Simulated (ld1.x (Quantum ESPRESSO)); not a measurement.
## Which change was made? (Ni, PAW)

ld1.x (Quantum ESPRESSO) 7.5 input, shortened:

```
&input
   title='Ni', zed=28., rel=1, dft='PZ', iswitch=3,
   config='[Ar] 3d8 4s1.5 4p0.5'
 /
 &inputp
   pseudotype=3, lpaw=.true., tm=.true., lloc=-1, rcloc=0.95,
   nlcc=.true., new_core_ps=.true., rcore=0.55,
   which_augfun='BESSEL', rmatch_augfun=1.00
 /
6
4S  1  0   1.50   0.00  1.75  2.40  0.0
4S  1  0   0.00   1.10  1.75  2.40  0.0
3P  2  1   6.00   0.00  1.10  1.20  0.0
4P  3  1   0.50   0.00  1.10  1.20  0.0
3D  3  2   8.00   0.00  0.90  1.20  0.0
3D  3  2   0.00   2.10  0.90  1.20  0.0
 &test
   configts(1)='3p6 3d8 4s1.5 4p0.5'
 /
```

Cutoffs, loose and tight: the cutoffs (Ry, on a coarse ladder) from which the occupation-weighted sum of valence levels, in a spherical-Bessel basis at the reference potential, stays within 10 and 1 mRy of its value at 400 Ry. They do not see the model core or the augmentation charge, which bear on the density cutoff. Test errors are all-electron minus pseudo excitation energies from the reference, over the configurations 3p6 3d8 4s2 4p0; 3p6 3d8 4s1 4p0; 3p6 3d8 4s0 4p0; 3p6 3d9 4s0 4p0; 3p6 3d8 4s1 4p1; 3p6 3d6 4s0 4p0; 3p6 3d7 4s2 4p0 (two spin-polarised tests are not counted in the largest error); variants that change the core or the reference have their own tests. The largest error is taken over the tests solved by every variant that gives reliable tests at all, those not shown here included: 3p6 3d8 4s0 4p0; 3p6 3d8 4s1 4p0; 3p6 3d8 4s1 4p1; 3p6 3d8 4s2 4p0; 3p6 3d9 4s0 4p0.

The base gives: outcome: generated, overlap not positive; bound ghosts: not determined (overlap not positive); largest test error (meV): +114.

(1) After one change the result is: outcome: generated, overlap not positive; bound ghosts: not determined (overlap not positive); largest test error (meV): +396. Which change was it?
A. all radii but the core radius scaled by about 1.04 (s 2.50, p 1.24, d 1.24 bohr, rcut 1.82/1.14/0.94); local potential all-electron potential smoothed inside 0.98 bohr (lloc = -1); augmentation BESSEL, radius 1.04 bohr
B. all radii but the core radius scaled by about 1.40 (s 3.36, p 1.68, d 1.68 bohr, rcut 2.44/1.54/1.26); local potential all-electron potential smoothed inside 1.32 bohr (lloc = -1); augmentation BESSEL, radius 1.40 bohr
C. all radii but the core radius scaled by about 0.80 (s 1.92, p 0.96, d 0.96 bohr, rcut 1.40/0.88/0.72); local potential all-electron potential smoothed inside 0.76 bohr (lloc = -1); augmentation BESSEL, radius 0.80 bohr
D. all radii but the core radius scaled by about 0.92 (s 2.20, p 1.10, d 1.10 bohr, rcut 1.60/1.02/0.82); local potential all-electron potential smoothed inside 0.88 bohr (lloc = -1); augmentation BESSEL, radius 0.92 bohr

Results:

(1) A. The others give: all radii but the core radius scaled by about 0.80 (s 1.92, p 0.96, d 0.96 bohr, rcut 1.40/0.88/0.72); local potential all-electron potential smoothed inside 0.76 bohr (lloc = -1); augmentation BESSEL, radius 0.80 bohr → outcome: generated, overlap not positive; bound ghosts: s (p not tested, overlap not positive); largest test error (meV): -335 | all radii but the core radius scaled by about 1.40 (s 3.36, p 1.68, d 1.68 bohr, rcut 2.44/1.54/1.26); local potential all-electron potential smoothed inside 1.32 bohr (lloc = -1); augmentation BESSEL, radius 1.40 bohr → outcome: generated; cutoff, loose: 45 Ry; cutoff, tight: 70 Ry; bound ghosts: s; largest test error (meV): +7.7 | all radii but the core radius scaled by about 0.92 (s 2.20, p 1.10, d 1.10 bohr, rcut 1.60/1.02/0.82); local potential all-electron potential smoothed inside 0.88 bohr (lloc = -1); augmentation BESSEL, radius 0.92 bohr → outcome: generated; cutoff, loose: 120 Ry; cutoff, tight: 200 Ry; bound ghosts: s; largest test error (meV): +45. A file whose overlap is not positive is unfit for use, and its test errors describe a broken file.
